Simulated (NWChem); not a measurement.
HS2, doublet; SMILES [S]S

```xyz
3

S      0.0124    -1.0382     0.0000
S      0.0671     0.9570     0.0000
H     -1.2730     1.2990     0.0000
```
Atoms are numbered in this order, from 1.

In the optimisation the excess spin sits in a" (Cs, its own frame). All runs use the structure optimised with PBE-D3(BJ)/def2-SVP, spin-unrestricted. No stability test was run on the SCF state.

Symmetry labels are those of Cs in the frame above (b1 and b2, or b-type labels, depend on it).

### Question
List the 4 lowest vertical excitations from PBE/6-31G* (spherical d), spin-unrestricted, TDA (NWChem).

### Answer
| state | energy (eV) | oscillator strength | symmetry of the excitation | <S²> |
|---|---|---|---|---|
| state 1 | 1.12 | 0.000 | a' | 0.75 |
| state 2 | 4.00 | 0.000 | a" | 2.75 |
| state 3 | 4.06 | 0.055 | a" | 0.75 |
| state 4 | 4.13 | 0.000 | a' | 0.76 |
